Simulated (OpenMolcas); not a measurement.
# V IV: effect of the basis set

| Property | Result |
| --- | --- |
| Program | OpenMolcas 26.06 |
| Method | SS-CASPT2, IPEA 0.25 Eh, imaginary shift 0.1 Eh (closed shells correlated: 3s 3p) |
| Active space | 2 electrons in 5 orbitals (3d) |
| State averaging | 2S+1 = 3 even, 10 roots; 2S+1 = 1 even, 15 roots |
| Spin-orbit coupling | state interaction with AMFI integrals over the reference wave functions, term energies averaged over their components |

A. ANO-R1 [5s3p3d1f], X2C, finite nucleus; CASPT2 step roughly 3 core-seconds
B. ANO-RCC-VTZP [6s5p3d2f1g], DKH2, point nucleus; CASPT2 step about 4 core-seconds
C. ANO-L-VTZP [6s5p3d2f1g], non-relativistic, point nucleus; CASPT2 step roughly 2.9 core-seconds
D. ANO-R2 [6s4p4d2f1g], X2C, finite nucleus; CASPT2 step of the order of 2.6 core-seconds
E. ANO-RCC-VQZP [7s6p4d3f2g1h], DKH2, point nucleus; CASPT2 step roughly 8 core-seconds
F. ANO-R3 [7s5p5d3f2g1h], X2C, finite nucleus; CASPT2 step roughly 16 core-seconds

Energies in cm-1 above 3d2 3F2, the measured ground level; measured values from Sugar and Corliss, J. Phys. Chem. Ref. Data 7, 1191 (1978).

```tsv
Level	A	B	C	D	E	F	Measured
3d2 3F2	0.0	0.0	0.0	0.0	0.0	0.0	0.0
3d2 3F3	330	328	348	317	323	332	325
3d2 3F4	755	750	795	725	738	759	735
3d2 1D2	11190	10830	10960	10600	10500	10590	10959
3d2 3P0	14000	13870	14020	13650	13680	13800	
3d2 3P1	14110	13980	14140	13760	13790	13910	13239
3d2 3P2	14360	14220	14390	13990	14030	14150	13458
3d2 1G4	19590	19110	19100	18830	18620	18520	18391
3d2 1S0	44090	43250	43980	42890	42390	42600	42462
```

Deviations, from unrounded energies. A percentage is the sum of absolute deviations over the sum of measured energies, with the sign that they share, or ± where signs differ.

```csv
Against measurement,Levels,A,B,C,D,E,F
mean absolute deviation (cm-1),7,690,450,590,330,270,290
fine structure of the ground term (%),2,+2.4,+1.7,+7.8,-1.7,±0.5,+3.0
other terms of the ground configuration (%),5,+4.9,±3.2,±4.1,±2.3,±1.9,±2.0
```

E lies closest to measurement on these levels and A furthest from it. The largest miss of E in the table is 3d2 3P2, by +570 cm-1. The ranking rests on the paired levels alone, and a cruder setting can come out closer through cancelling errors.

The two smallest mean deviations differ by little beside CASPT2's spread within terms, so their order carries little weight.

Among A to F the level of the table that moves most is 3d2 1S0, by 1700 cm-1 (lowest in E, highest in A). Moves below CASPT2's spread within the term are not significant.

CASPT2 does not keep the components of a term degenerate, so their means are used; among the terms shown or strongly mixed into the levels shown the widest spread is 910 cm-1 (3d2 1G, E). The basis is small and was not contracted for so high a charge (holds for A). Measured partners are found by configuration, term and J. A level has none where our copy of the source lacks it or the pairing is in doubt (some pairs that miss far off the trend of their configuration count as doubtful), and it then counts in no deviation. Levels of configurations outside the active space are missing.
